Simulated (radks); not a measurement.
Task: The mean radii <r> (bohr) of the occupied orbitals of an atom or ion are listed with their occupations. Calculated with a radial shooting solver on a logarithmic mesh with Libxc functionals: non-relativistic Kohn-Sham, r2SCAN, spin-polarised, spherical densities, point nucleus; meta-GGA in the generalised Kohn-Sham scheme.

orbital  occ.      <r>
1s down     1  0.01893
1s up       1  0.01893
2s up       1  0.07965
2s down     1  0.07965
2p up       3  0.06732
2p down     3  0.06732
3s up       1   0.2006
3s down     1   0.2006
3p up       3   0.1912
3p down     3   0.1912
3d up       5   0.1670
3d down     5   0.1670
4s up       1   0.4403
4s down     1   0.4404
4p up       3   0.4442
4p down     3   0.4442
4d up       5   0.4513
4d down     5   0.4513
4f up       7   0.4713
4f down     7   0.4706
5s up       1   0.9955
5s down     1   0.9934
5p up       3    1.070
5p down     3    1.068
5d up       5    1.315
5d down     3    1.320

Name the element and its charge. Open shells, if any, are filled with parallel spins first.

Result: Z = 80, mercury, charge +4: Hg4+ in [Xe] 4f14 5d8. The 1s radius gives Z: for a bare nucleus <r> = 1.5/Z, 0.01875 bohr for Z = 80, and screening makes it slightly larger (0.01893 here). The occupations add up to 76, and the charge is Z minus that.
